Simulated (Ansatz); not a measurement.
```yaml
crystal:
  periodic: [false, false, false]
  atoms:
    - {symbol: F, position_ang: [0.894170, -1.606418, 1.043654]}
    - {symbol: Si, position_ang: [0.292498, -0.336722, 0.005118]}
    - {symbol: F, position_ang: [-1.005463, -1.193549, -0.883691]}
    - {symbol: S, position_ang: [-0.763544, 1.324681, 1.177340]}
    - {symbol: S, position_ang: [2.065812, 0.470109, -0.969514]}
    - {symbol: H, position_ang: [-2.094923, 0.551358, 1.262044]}
    - {symbol: H, position_ang: [1.060191, 1.343532, -1.583893]}
basis:
  gaussian: {orbitals: aug-pcseg-2}
hamiltonian: {xc: {name: HF}}
scf: {lower_state_search: off}
relax: {f_tol: 0.001, max_steps: 2}
```

```sh
$ ansatz run in.yaml --threads 4 --pin off --events-out ev --progress --plain --max-ram 10444MiB
```

Shortened log:

```
Functional definition: HF
1789 factors; their error is unknown
mean field evaluation 1: about -34942.6621 eV, gradient 4.1e1 eV
mean field evaluation 2: about -34944.9234 eV, gradient 3.0e1 eV
mean field evaluation 4: about -34946.2831 eV, gradient 1.0e0 eV
mean field evaluation 8: about -34946.2896 eV, gradient 4.4e-2 eV
mean field -34947.02858746 eV, -1284.2796126424 hartree, gradient 2.5e-6 eV, S^2 0.000000; 0 other end points of the search recorded, 0 dependent functions left out
reference -34947.02858746 eV, -1284.2796126424 hartree; 33, 33 occupied and 255, 255 virtual orbitals, 1789 factors
relax step   1: F+E_penalty+E_count = -34947.02858746 eV  Δ(F+E_penalty+E_count) = +0.000e0 eV  max|allowed force component| = 4.070e0 eV/Å  Δτ_max = 0.0000 Å  (26 SCF iters, accepted)
1789 factors; their error is unknown
mean field -34948.95442754 eV, -1284.3503859601 hartree, gradient 1.1e-6 eV, S^2 0.000000; 0 other end points of the search recorded, 0 dependent functions left out
reference -34948.95442754 eV, -1284.3503859601 hartree; 33, 33 occupied and 255, 255 virtual orbitals, 1789 factors
relax step   2: F+E_penalty+E_count = -34948.95442754 eV  Δ(F+E_penalty+E_count) = -1.926e0 eV  max|allowed force component| = 3.720e0 eV/Å  Δτ_max = 0.1947 Å  (27 SCF iters, accepted)
Error: geometry relaxation did not converge after 2 steps: max|allowed force component| = 3.72e0 eV/Å (threshold 1.0e-3). Raise `relax.max_steps` over both its present limit and 2, loosen `relax.f_tol`, or start from a geometry closer to equilibrium. Where this run's directory can be resumed (`checkpoint.write`), a resume goes on for up to `relax.max_steps` more
```

In this input the relaxation is allowed too few steps for its threshold. The run did not converge.
